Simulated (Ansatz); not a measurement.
`OCN[SiH2]Br` and `OCNBCl` differ in one atom or group.

Ansatz, PBE0-D4/def2-TZVP geometries, multiplicity 1. Each molecule was computed in one conformer, which needn't be the lowest.

Scalar relativity is left out up to krypton.

| property | `OCN[SiH2]Br` |
| --- | --- |
| LUMO energy (B3LYP/def2-TZVPP) / eV | -0.07 |
| size of the dipole moment (B3LYP/def2-TZVPP) / D | 2.90 |
| HOMO–LUMO gap (ωB97M-V/def2-TZVPP) / eV | 11.80 |
| HOMO–LUMO gap (B3LYP/def2-TZVPP) / eV | 7.41 |
| HOMO energy (ωB97M-V/def2-TZVPP) / eV | -10.02 |
| size of the dipole moment (ωB97M-V/def2-TZVPP) / D | 2.93 |

(1) What does the change do to each property? (An estimate is asked.)

Results:

(1) Ansatz gave: 
| property | `OCNBCl` | shift |
| --- | --- | --- |
| LUMO energy (B3LYP/def2-TZVPP) / eV | -0.27 | -0.20 |
| size of the dipole moment (B3LYP/def2-TZVPP) / D | 3.57 | 0.67 |
| HOMO–LUMO gap (ωB97M-V/def2-TZVPP) / eV | 12.28 | 0.48 |
| HOMO–LUMO gap (B3LYP/def2-TZVPP) / eV | 7.71 | 0.30 |
| HOMO energy (ωB97M-V/def2-TZVPP) / eV | -10.54 | -0.52 |
| size of the dipole moment (ωB97M-V/def2-TZVPP) / D | 3.58 | 0.65 |

With PBE0 the HOMO falls by 0.51 eV and the LUMO falls by 0.23 eV, so the gap widens by about 0.28 eV. PBE moves the HOMO by -0.45 eV and ωB97M-V by -0.52 eV. Dipoles are sizes alone; their direction can turn.

B3LYP here is the variant with VWN-RPA as its local correlation; programs differ in this.

Spin–orbit coupling is left out; it splits and shifts lone-pair levels of the heavy atoms by tenths of an eV.
